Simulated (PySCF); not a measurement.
C2H6ClSn, SMILES [CH3][Sn+]([CH3])[Cl], charge +1.

Geometry: PBE0-D3(BJ)/def2-SVP. The multiplicity is an assumed one; other spin states were not compared. The isomer is the one that the SMILES or the coordinates give; other isomers of the formula were not compared. The def2 effective core potentials stand for the cores of Sn; spin–orbit coupling is left out.

Level of theory: PBE0-D3(BJ)/def2-SVP in PySCF.

Frequencies are harmonic and unscaled.

```json
[
 {"mode": "1", "ν (cm⁻¹)": "18", "IR (km/mol)": "0.1", "Raman (Å⁴/amu)": "0.2", "depolarisation": "0.75", "moving atoms (share of kinetic energy)": "H 97 %"},
 {"mode": "2", "ν (cm⁻¹)": "29", "IR (km/mol)": "0.3", "Raman (Å⁴/amu)": "0.1", "depolarisation": "0.74", "moving atoms (share of kinetic energy)": "H 99 %"},
 {"mode": "3", "ν (cm⁻¹)": "123", "IR (km/mol)": "0.1", "Raman (Å⁴/amu)": "0.1", "depolarisation": "0.75", "moving atoms (share of kinetic energy)": "C 41 %, Sn 28 %, H 24 %"},
 {"mode": "4", "ν (cm⁻¹)": "123", "IR (km/mol)": "0.3", "Raman (Å⁴/amu)": "4.2", "depolarisation": "0.74", "moving atoms (share of kinetic energy)": "C 58 %, H 29 %, Sn 10 %"},
 {"mode": "5", "ν (cm⁻¹)": "129", "IR (km/mol)": "5.3", "Raman (Å⁴/amu)": "5.8", "depolarisation": "0.75", "moving atoms (share of kinetic energy)": "Cl 36 %, C 34 %, H 16 %, Sn 14 %"},
 {"mode": "6", "ν (cm⁻¹)": "414", "IR (km/mol)": "34.6", "Raman (Å⁴/amu)": "20.7", "depolarisation": "0.12", "moving atoms (share of kinetic energy)": "Cl 76 %, Sn 18 %"},
 {"mode": "7", "ν (cm⁻¹)": "509", "IR (km/mol)": "6.7", "Raman (Å⁴/amu)": "59.2", "depolarisation": "0.21", "moving atoms (share of kinetic energy)": "C 76 %, H 16 %"},
 {"mode": "8", "ν (cm⁻¹)": "564", "IR (km/mol)": "4.3", "Raman (Å⁴/amu)": "6.8", "depolarisation": "0.75", "moving atoms (share of kinetic energy)": "C 67 %, Sn 18 %, H 15 %"},
 {"mode": "9", "ν (cm⁻¹)": "719", "IR (km/mol)": "0.0", "Raman (Å⁴/amu)": "0.8", "depolarisation": "0.44", "moving atoms (share of kinetic energy)": "H 88 %, C 12 %"},
 {"mode": "10", "ν (cm⁻¹)": "779", "IR (km/mol)": "15.6", "Raman (Å⁴/amu)": "0.5", "depolarisation": "0.75", "moving atoms (share of kinetic energy)": "H 85 %, C 14 %"},
 {"mode": "11", "ν (cm⁻¹)": "800", "IR (km/mol)": "35.7", "Raman (Å⁴/amu)": "0.2", "depolarisation": "0.75", "moving atoms (share of kinetic energy)": "H 82 %, C 16 %"},
 {"mode": "12", "ν (cm⁻¹)": "832", "IR (km/mol)": "66.3", "Raman (Å⁴/amu)": "1.0", "depolarisation": "0.68", "moving atoms (share of kinetic energy)": "H 82 %, C 17 %"},
 {"mode": "13", "ν (cm⁻¹)": "1212", "IR (km/mol)": "1.7", "Raman (Å⁴/amu)": "0.9", "depolarisation": "0.75", "moving atoms (share of kinetic energy)": "H 84 %, C 16 %"},
 {"mode": "14", "ν (cm⁻¹)": "1226", "IR (km/mol)": "0.1", "Raman (Å⁴/amu)": "22.0", "depolarisation": "0.14", "moving atoms (share of kinetic energy)": "H 85 %, C 15 %"},
 {"mode": "15", "ν (cm⁻¹)": "1401", "IR (km/mol)": "3.9", "Raman (Å⁴/amu)": "9.6", "depolarisation": "0.75", "moving atoms (share of kinetic energy)": "H 95 %"},
 {"mode": "16", "ν (cm⁻¹)": "1401", "IR (km/mol)": "5.2", "Raman (Å⁴/amu)": "8.5", "depolarisation": "0.70", "moving atoms (share of kinetic energy)": "H 95 %"},
 {"mode": "17", "ν (cm⁻¹)": "1402", "IR (km/mol)": "8.4", "Raman (Å⁴/amu)": "7.2", "depolarisation": "0.75", "moving atoms (share of kinetic energy)": "H 95 %"},
 {"mode": "18", "ν (cm⁻¹)": "1406", "IR (km/mol)": "23.9", "Raman (Å⁴/amu)": "0.7", "depolarisation": "0.75", "moving atoms (share of kinetic energy)": "H 95 %"},
 {"mode": "19", "ν (cm⁻¹)": "3065", "IR (km/mol)": "32.2", "Raman (Å⁴/amu)": "7.4", "depolarisation": "0.61", "moving atoms (share of kinetic energy)": "H 98 %"},
 {"mode": "20", "ν (cm⁻¹)": "3067", "IR (km/mol)": "6.9", "Raman (Å⁴/amu)": "310.1", "depolarisation": "0.01", "moving atoms (share of kinetic energy)": "H 98 %"},
 {"mode": "21", "ν (cm⁻¹)": "3191", "IR (km/mol)": "0.3", "Raman (Å⁴/amu)": "147.1", "depolarisation": "0.73", "moving atoms (share of kinetic energy)": "H 90 %, C 10 %"},
 {"mode": "22", "ν (cm⁻¹)": "3192", "IR (km/mol)": "36.6", "Raman (Å⁴/amu)": "25.2", "depolarisation": "0.75", "moving atoms (share of kinetic energy)": "H 90 %, C 10 %"},
 {"mode": "23", "ν (cm⁻¹)": "3220", "IR (km/mol)": "9.3", "Raman (Å⁴/amu)": "98.1", "depolarisation": "0.75", "moving atoms (share of kinetic energy)": "H 90 %, C 10 %"},
 {"mode": "24", "ν (cm⁻¹)": "3220", "IR (km/mol)": "32.6", "Raman (Å⁴/amu)": "65.7", "depolarisation": "0.75", "moving atoms (share of kinetic energy)": "H 90 %, C 10 %"}
]
```
